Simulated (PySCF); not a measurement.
Run record: geometry optimisation, phenyl acrylate, `C=CC(=O)OC1=CC=CC=C1`.

Computed with PBE0-D3(BJ)/def2-SVP geometry optimisation, gas phase (PySCF 2.14.0). Start geometry: GFN2-xTB. A driver script takes a list of jobs; this job's settings line and coordinates (Å) are shown.

Input:
```
{"job": {"xc": "PBE0", "basis": "def2-SVP", "d3": "d3bj", "grid": 1, "kind": "geom"}, "charge": 0, "multiplicity": 1}
C      4.150611    -0.627760     0.106071
C      3.036425    -0.200724    -0.469525
C      1.720836    -0.375643     0.184760
O      1.532517    -0.937378     1.232580
O      0.768186     0.213496    -0.563077
C     -0.569009     0.215557    -0.191947
C     -1.284677     1.367707    -0.496701
C     -2.632936     1.434562    -0.202793
C     -3.267814     0.357610     0.394423
C     -2.549809    -0.787566     0.690477
C     -1.198885    -0.870167     0.397735
H      4.109947    -1.117539     1.065624
H      5.118173    -0.504563    -0.349320
H      3.019172     0.298869    -1.426153
H     -0.770521     2.194775    -0.961149
H     -3.187042     2.330665    -0.439038
H     -4.320684     0.411224     0.626908
H     -3.041868    -1.630386     1.151988
H     -0.642426    -1.763489     0.629943
```

Output:
```
step   0  E = -497.28908629  max force = 0.010717
step   1  E = -497.29082055  max force = 0.003025
step   2  E = -497.29082869  max force = 0.001331
step   3  E = -497.29087973  max force = 0.000593
step   4  E = -497.29088631  max force = 0.001046
step   5  E = -497.29090147  max force = 0.000714
step   6  E = -497.29090773  max force = 0.000802
step   7  E = -497.29091149  max force = 0.000273
optimisation converged
```

Energies in Eh; «max force» is the largest Cartesian gradient component in Eh/bohr.

**Question.** How much energy does the optimisation release, in kcal/mol?

**Answer.** E(step 0) − E(last step) = 0.001825 Eh, which is 1.1 kcal/mol.

Main results: final energy -497.29091 Eh after 7 steps; dipole 1.48 D.

**Question.** Where do the atoms end?

**Answer.** 0.063 Å rms from the input after alignment:
```
atom  x, y, z in Å
C1     4.1556   -0.8071   -0.1072
C2     3.0325   -0.2985   -0.6178
C3     1.7348   -0.5308    0.0574
O4     1.5741   -1.1627    1.0659
O5     0.7472    0.0842   -0.6333
C6    -0.5724    0.0675   -0.2372
C7    -1.2995    1.2157   -0.5498
C8    -2.6547    1.2783   -0.2410
C9    -3.2826    0.1982    0.3783
C10   -2.5449   -0.9446    0.6808
C11   -1.1865   -1.0241    0.3774
H12    4.1156   -1.3996    0.8116
H13    5.1257   -0.6480   -0.5834
H14    3.0179    0.2997   -1.5319
H15   -0.7843    2.0457   -1.0368
H16   -3.2225    2.1788   -0.4864
H17   -4.3457    0.2470    0.6239
H18   -3.0299   -1.7958    1.1646
H19   -0.6101   -1.9124    0.6266
```

The run took about 3 min of CPU time (one thread, shared machine).
Labels such as C1 count atoms from 1, the log's own numbers from 0.
